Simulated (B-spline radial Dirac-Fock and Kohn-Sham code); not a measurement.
**The N4-O23O23 Auger spectrum of Pm**

System: the Pm atom in the configuration 1s2 2s2 2p6 3s2 3p6 3d10 4s2 4p6 4d10 4f5 5s2 5p6 6s2.

The run's input, task.json:

```json
{"items": [{
  "Z": 61,
  "q": 0,
  "cfg": [[1, 0, 2], [2, 0, 2], [2, 1, 6], [3, 0, 2], [3, 1, 6], [3, 2, 10], [4, 0, 2], [4, 1, 6], [4, 2, 10], [4, 3, 5], [5, 0, 2], [5, 1, 6], [6, 0, 2]],
  "A": 145,
  "rrms": 4.962,
  "do": ["binding", "quiet", "double"]
}]}
```

Launch: `python xray_run.py task.json out`

The computed values come from a radial finite-basis atomic code: Dirac-Fock ΔSCF + Breit + QED. The two-hole levels come from diagonalising the Coulomb interaction among the jj configurations; intensities are independent-particle Coulomb rates. Kinetic energies are from the vacuum level. The model has no electron correlation. Open outer shells are spectators and are not coupled to the holes.

```
kinetic energy (eV)  J  leading jj holes (weight)  leading LS term (weight)  intensity (%)
              65.22  0                O2O2 (0.88)                ¹S0 (0.68)           21.8
              69.70  2                O2O3 (0.96)                ¹D2 (0.84)           63.8
              71.20  1                O2O3 (1.00)                ³P1 (1.00)            5.3
              72.30  0                O3O3 (0.88)                ³P0 (0.68)            0.0
              74.21  2                O3O3 (0.96)                ³P2 (0.84)            9.1
```

The strongest line, by its leading LS label ¹D2, lies at 69.70 eV. The mean weight of the leading component is 0.93 in jj and 0.81 in LS coupling, so jj labels describe these levels better.
